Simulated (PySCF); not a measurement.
This PySCF input asks for the NMR shieldings of `C=C(Cl)[Si@@H]1C[Si@H](C)[SiH2]O1`, C4H11ClOSi3; the geometry comes from GFN2-xTB.

```python
import basis_set_exchange as bse
import numpy as np
from pyscf import gto, dft
from pyscf.prop import nmr

atoms = """
C     3.072627    0.597715    1.179207
C     2.669402    0.648109   -0.078016
Cl    3.430003    1.752553   -1.179063
Si    1.302568   -0.378215   -0.882187
C    -0.274029    0.646859   -1.196342
Si   -1.781121   -0.332943   -0.504853
C    -2.946297    0.826872    0.457358
Si   -0.635801   -1.924670    0.732175
O     0.871176   -1.517193    0.197966
H     3.864398    1.212468    1.576275
H     2.598296   -0.097143    1.849929
H     1.808441   -1.079726   -2.059750
H    -0.388579    0.857162   -2.257392
H    -0.194215    1.617891   -0.707099
H    -2.532467   -0.869895   -1.661827
H    -3.808407    0.283998    0.832349
H    -3.315687    1.625656   -0.178671
H    -2.450203    1.284926    1.308545
H    -0.764465   -3.339621    0.378055
H    -0.530790   -1.804124    2.190305
"""
names = dict.fromkeys(["C", "Cl", "Si", "O", "H"], "pcSseg-1")
basis = {el: gto.basis.parse(bse.get_basis(n, elements=[el], fmt="nwchem")) for el, n in names.items()}
mol = gto.M(atom=atoms, basis=basis, charge=0, verbose=0)
mf = dft.RKS(mol, xc="PBE0")
mf.grids.level = 2
mf.grids.alignment = dft.numint.BLKSIZE   # the property module wants whole blocks of grid points
mf.conv_tol = 1e-9
mf.kernel()

calc = nmr.RKS(mf)   # GIAO
C = mf.mo_coeff
Co = C[:, mf.mo_occ > 0]
resp = mf.gen_response(singlet=True, hermi=2)
def vind(x):   # induced exchange potential for any number of trial vectors
    d = np.einsum("pi,xij,qj->xpq", C, 2 * x.reshape(-1, C.shape[1], Co.shape[1]), Co, optimize=True)
    return np.einsum("xpq,pi,qj->xij", resp(d - d.transpose(0, 2, 1)), C, Co, optimize=True).ravel()
mo1, _ = nmr.rhf.solve_mo1(calc, with_cphf=vind)
sigma = calc.kernel(mo1)
for i, s in enumerate(sigma):   # ppm
    print("%2d %-2s %9.2f" % (i, mol.atom_pure_symbol(i), np.trace(s) / 3))
```

Question: What does it print?

Answer: 
```
 0 C      53.07
 1 C      33.53
 2 Cl    728.34
 3 Si    358.67
 4 C     188.51
 5 Si    388.26
 6 C     191.42
 7 Si    365.44
 8 O     284.66
 9 H      25.35
10 H      25.55
11 H      26.69
12 H      31.05
13 H      31.67
14 H      27.09
15 H      31.59
16 H      31.09
17 H      31.53
18 H      26.25
19 H      26.30
```

These numbers come from an equivalent density-fitted implementation of the same equations, which agrees with the script to about 0.01 ppm for H and up to a few tenths of a ppm for heavy atoms, so last digits may differ.

Question: Turn these shieldings into chemical shifts. Scale: 13C (σref 186.93), 29Si (σref 349.16), 1H (σref 31.72) vs TMS; 35Cl (σref 949.78) against HCl; 17O (σref 336.08) vs H2O (reference shieldings calculated alike).

Answer: Averaging equivalent atoms: C 1: 153.4; C 0: 133.9; C 4: -1.6; C 6: -4.5; Cl 2: 221; Si 3: -9.5; Si 7: -16.3; Si 5: -39.1; O 8: 51.4; H 9: 6.37; H 10: 6.16; H 18: 5.46; H 19: 5.41; H 11: 5.02; H 14: 4.63; H 12: 0.67; H 15/16/17: 0.31; H 13: 0.05 ppm. Experimental scales use liquid or dissolved standards, which lie at an offset from isolated H2O (liquid H2O: subtract about 36 ppm).

Size and cost of the density-fitted run: 236 basis functions, 100 s wall time on 1 thread of an Intel Xeon, shared host; peak memory 1.1 GiB.
